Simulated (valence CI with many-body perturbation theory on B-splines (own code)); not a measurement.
# Energy levels of Ru³⁷⁺

Calculated by valence CI with perturbative core correlation (CI+MBPT): five valence electrons over a frozen Dirac-Fock core [He], radial functions for each j: 9 s, 9 p, 8 d, 6 f, 3 g, 1 h, with the one-electron correlation potential Σ1 (screened to all orders), the two-electron term Σ2, the three-electron term Σ3, Breit, model QED; selected single and double excitations, second order for the rest (own B-spline code, finite nucleus).

The last digits are not significant, and no measured levels were compared; by estimate large intervals hold to a few tenths of a per cent, small ones and those within an open d or f shell to about a per cent. Among the levels kept, up to 1800 cm⁻¹ of a level comes from second order outside the variational space, and about a tenth of that is noise between levels of different J, which matters for small intervals.

Levels 1 to 45 of 84, with energies above the lowest level, (2s^2 2p1/2^2 2p3/2) J=3/2. "Leading %" is the weight of the configuration and term that name the level; weights of strongly mixed levels are sums over their largest components and can fall short. In the jj column 3d3/2^4 stands for four electrons in 3d with j = 3/2. Lifetimes count E1, E2, E3, M1 and M2 decay at the calculated energies, and are blank where another channel may lead or the interval is too uncertain; long ones can be off by a factor of two.

```csv
No.,Configuration,Term,J,E (eV),Leading %,Second component,Lifetime,Leading jj
1,2s²2p³,²P°,3/2,0.0,43,34 % 2s²2p³ ⁴S°,,2s^2 2p1/2^2 2p3/2 (98 %)
2,2s²2p³,⁴S°,3/2,123.2,51,47 % 2s²2p³ ²D°,49.1 ns,2s^2 2p1/2 2p3/2^2 (98 %)
3,2s²2p³,²D°,5/2,139.8,100,,274 ns,2s^2 2p1/2 2p3/2^2 (100 %)
4,2s²2p³,²P°,1/2,162.4,99,,58.1 ns,2s^2 2p1/2 2p3/2^2 (99 %)
5,2s²2p³,²P°,3/2,286.3,55,29 % 2s²2p³ ²D°,21.6 ns,2s^2 2p3/2^3 (98 %)
6,2s2p⁴,⁴P,5/2,287.9,81,19 % 2s2p⁴ ²D,15.2 ps,2s 2p1/2^2 2p3/2^2 (97 %)
7,2s2p⁴,²S,1/2,338.1,51,45 % 2s2p⁴ ⁴P,4.29 ps,2s 2p1/2^2 2p3/2^2 (93 %)
8,2s2p⁴,⁴P,3/2,339.2,35,34 % 2s2p⁴ ²D,2.81 ps,2s 2p1/2^2 2p3/2^2 (90 %)
9,2s2p⁴,⁴P,3/2,430.7,64,26 % 2s2p⁴ ²D,4.41 ps,2s 2p1/2 2p3/2^3 (93 %)
10,2s2p⁴,²D,5/2,455.7,81,19 % 2s2p⁴ ⁴P,4.84 ps,2s 2p1/2 2p3/2^3 (97 %)
11,2s2p⁴,²P,1/2,481.1,55,34 % 2s2p⁴ ⁴P,1.85 ps,2s 2p1/2 2p3/2^3 (88 %)
12,2s2p⁴,²P,3/2,493.1,59,40 % 2s2p⁴ ²D,1.69 ps,2s 2p1/2 2p3/2^3 (97 %)
13,2s2p⁴,²P,1/2,622.4,41,38 % 2s2p⁴ ²S,1.88 ps,2s 2p3/2^4 (93 %)
14,2p⁵,²P°,3/2,675.9,99,,1.66 ps,2p1/2^2 2p3/2^3 (99 %)
15,2p⁵,²P°,1/2,814.7,99,,1.29 ps,2p1/2 2p3/2^4 (99 %)
16,2s²2p²3s,⁴P,1/2,2938.8,52,26 % 2s²2p²3s ²S,51.9 fs,2s^2 2p1/2^2 3s (98 %)
17,2s²2p²3p,⁴D°,1/2,2988.7,42,40 % 2s²2p²3p ²P°,5.06 ps,2s^2 2p1/2^2 3p1/2 (98 %)
18,2s²2p²3p,²P°,3/2,3035.2,27,25 % 2s²2p²3p ⁴D°,3.99 ps,2s^2 2p1/2^2 3p3/2 (97 %)
19,2s²2p²3s,⁴P,3/2,3064.8,88,10 % 2s²2p²3s ²P,65.9 fs,2s^2 2p1/2 2p3/2 3s (99 %)
20,2s²2p²3s,²P,1/2,3070.6,68,31 % 2s²2p²3s ⁴P,33.2 fs,2s^2 2p1/2 2p3/2 3s (99 %)
21,2s²2p²3s,²D,5/2,3078.1,56,41 % 2s²2p²3s ⁴P,39.7 fs,2s^2 2p1/2 2p3/2 3s (97 %)
22,2s²2p²3s,²D,3/2,3082.5,59,38 % 2s²2p²3s ²P,36.0 fs,2s^2 2p1/2 2p3/2 3s (98 %)
23,2s²2p²3d,⁴F,3/2,3086.6,37,25 % 2s²2p²3d ²D,36.0 fs,2s^2 2p1/2^2 3d3/2 (98 %)
24,2s²2p²3d,²D,5/2,3104.7,28,21 % 2s²2p²3d ⁴D,8.39 fs,2s^2 2p1/2^2 3d5/2 (96 %)
25,2s²2p²3p,⁴P°,1/2,3114.5,43,29 % 2s²2p²3p ⁴D°,5.95 ps,2s^2 2p1/2 2p3/2 3p1/2 (98 %)
26,2s²2p²3p,⁴D°,3/2,3119.3,54,24 % 2s²2p²3p ²D°,6.95 ps,2s^2 2p1/2 2p3/2 3p1/2 (98 %)
27,2s²2p²3p,²F°,5/2,3129.2,41,32 % 2s²2p²3p ²D°,5.32 ps,2s^2 2p1/2 2p3/2 3p1/2 (98 %)
28,2s²2p²3p,²P°,3/2,3147.0,37,27 % 2s²2p²3p ⁴S°,1.03 ps,2s^2 2p1/2 2p3/2 3p1/2 (94 %)
29,2s²2p²3p,⁴D°,5/2,3155.1,51,33 % 2s²2p²3p ⁴P°,2.74 ps,2s^2 2p1/2 2p3/2 3p3/2 (96 %)
30,2s²2p²3p,⁴P°,1/2,3158.9,38,31 % 2s²2p²3p ²P°,4.22 ps,2s^2 2p1/2 2p3/2 3p3/2 (98 %)
31,2s²2p²3p,²D°,3/2,3163.8,50,31 % 2s²2p²3p ⁴P°,3.65 ps,2s^2 2p1/2 2p3/2 3p3/2 (96 %)
32,2s²2p²3p,²F°,7/2,3169.4,56,43 % 2s²2p²3p ⁴D°,6.33 ps,2s^2 2p1/2 2p3/2 3p3/2 (98 %)
33,2s²2p²3p,²P°,3/2,3174.5,42,22 % 2s²2p²3p ⁴S°,571 fs,2s^2 2p1/2 2p3/2 3p3/2 (93 %)
34,2s²2p²3p,²D°,5/2,3182.5,52,22 % 2s²2p²3p ²F°,1.13 ps,2s^2 2p1/2 2p3/2 3p3/2 (93 %)
35,2s²2p²3p,²P°,1/2,3193.1,83,8 % 2s²2p²3p ⁴D°,777 fs,2s^2 2p1/2 2p3/2 3p3/2 (96 %)
36,2s2p³3s,⁶S°,5/2,3204.8,48,33 % 2s2p³3s ⁴P°,158 fs,2s 2p1/2^2 2p3/2 3s (83 %)
37,2s²2p²3d,⁴F,3/2,3213.3,41,32 % 2s²2p²3d ²P,20.5 fs,2s^2 2p1/2 2p3/2 3d3/2 (95 %)
38,2s²2p²3s,⁴P,5/2,3214.5,51,37 % 2s²2p²3s ²D,28.1 fs,2s^2 2p3/2^2 3s (87 %)
39,2s²2p²3d,⁴F,5/2,3215.2,52,33 % 2s²2p²3d ²F,43.7 fs,2s^2 2p1/2 2p3/2 3d3/2 (87 %)
40,2s²2p²3d,⁴D,1/2,3216.1,80,14 % 2s²2p²3d ²P,40.5 fs,2s^2 2p1/2 2p3/2 3d3/2 (99 %)
41,2s²2p²3s,²P,3/2,3220.4,49,37 % 2s²2p²3s ²D,27.6 fs,2s^2 2p3/2^2 3s (94 %)
42,2s2p³3s,⁴S°,3/2,3222.0,42,27 % 2s2p³3s ²P°,41.2 fs,2s 2p1/2^2 2p3/2 3s (88 %)
43,2s²2p²3d,⁴F,7/2,3222.5,63,26 % 2s²2p²3d ⁴D,198 fs,2s^2 2p1/2 2p3/2 3d5/2 (85 %)
44,2s²2p²3d,²F,7/2,3226.2,42,28 % 2s²2p²3d ²G,12.4 ps,2s^2 2p1/2 2p3/2 3d3/2 (75 %)
45,2s²2p²3d,²F,5/2,3229.7,38,38 % 2s²2p²3d ⁴P,6.72 fs,2s^2 2p1/2 2p3/2 3d5/2 (56 %)
```

Where two levels of one J and parity lie close, their mixing, g and order are uncertain.

The ionisation energy to 2s²2p² ³P0 of the next ion comes out as 5323.6 eV (NIST: 5330 ± 40 eV (semi-empirical)). All 84 levels together are meant to be complete up to 3361.0 eV.
